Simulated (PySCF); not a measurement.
## [C5H12O2P]-: core ionisation energies

Compound: C5H12O2P (charge -1).
Z-matrix (Å and degrees, PBE0-D3(BJ)/def2-SVP geometry), rows numbered from 1:
```
C 
C   1  1.5290
C   2  1.5235  1  109.84
C   2  1.5235  1  109.89  3  -123.82
P   2  1.8915  1  103.86  3   118.18
C   5  1.8533  2  104.38  1  -179.16
O   5  1.5164  2  106.44  1   -65.83
O   5  1.5169  2  106.50  1    67.09
H   1  1.1012  2  109.68  3  -176.86
H   1  1.1009  2  109.67  3   -59.08
H   1  1.1069  2  111.36  3    62.02
H   3  1.1032  2  111.60  1  -175.85
H   3  1.1078  2  111.64  1   -55.66
H   3  1.1012  2  109.24  1    65.06
H   4  1.1010  2  109.17  1   -64.70
H   4  1.1034  2  111.53  1   176.36
H   4  1.1076  2  111.69  1    56.16
H   6  1.1013  5  105.75  2  -179.24
H   6  1.1010  5  111.98  2    63.02
H   6  1.1011  5  112.30  2   -61.39
```

Theory: PySCF, delta-SCF UKS SCAN, pcX-2 on the ionised atom, pcseg-1 elsewhere, spin-free X2C. Each binding energy is the total energy of the core-ionised species, with the hole localised on one atom, minus that of the ground state; both are solved self-consistently, so orbital relaxation is included.

Task: What binding energy does each computed site have?

Result: 
```
 atom(s)                     environment    level  binding energy (eV)  2p1/2 (eV)  above the level's lowest (eV)  count
      P5           phosphoryl phosphorus     P 1s              2146.29           –                           0.00      1
   O7/O8              oxygen bonded to P     O 1s               530.43           –                           0.00      2
C1/C3/C4                   methyl carbon     C 1s               286.21           –                          +0.45      3
      C6  sp3 carbon bound to phosphorus     C 1s               285.81           –                          +0.05      1
      C2  sp3 carbon bound to phosphorus     C 1s               285.76           –                           0.00      1
      P5           phosphoryl phosphorus  P 2p3/2               132.13      133.02                           0.00      1
```

The listed C 1s values span 0.45 eV, from C2 (bonded to 3 C and P) to C1/C3/C4 (bonded to C and 3 H). The values 285.76 and 285.81 eV lie too close for their order to be trusted.

Task: What is the longest wavelength that can ionise O 1s of O7/O8 vertically?

Result: λ = hc/E = 12398.42 eV Å / 530.43 eV = 23.374 Å.

Topologically equivalent atoms share the value of their first member; where this conformer doesn't relate them by symmetry, their own values could differ. 2p3/2 and 2p1/2 are the ΔSCF energy of one spin-free 2p hole plus the eigenvalues of a spin–orbit and ligand-field matrix of the shell. 2p1/2 minus 2p3/2 (ligand field included): P 0.89 eV. The species carries charge -1, so core ionisation leaves a neutral species. The basis sets have no added diffuse functions. Isolated species at its PBE0-D3(BJ)/def2-SVP geometry, gas phase. The geometry's basis has no diffuse functions, a weakness for an anion.
